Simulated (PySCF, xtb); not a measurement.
CH9ClN2Si2, SMILES C[Si@@](N)(Cl)[SiH2]N.

GFN2-xTB in xtb at its own geometry gives an orbital gap of 4.28 eV and a dipole moment of 3.86 D.

Geometry optimised at r2SCAN-D4/def2-SVP. The structure was generated by enumeration; whether it is a known compound was not checked. Other conformers were not sampled.

### Question
What does PBE/def2-TZVP run with PySCF give? (The exact figures need the calculation; the answer reports its results.)

### Answer
gap 4.69 eV (levels -5.62 and -0.94 eV), dipole 3.04 D.
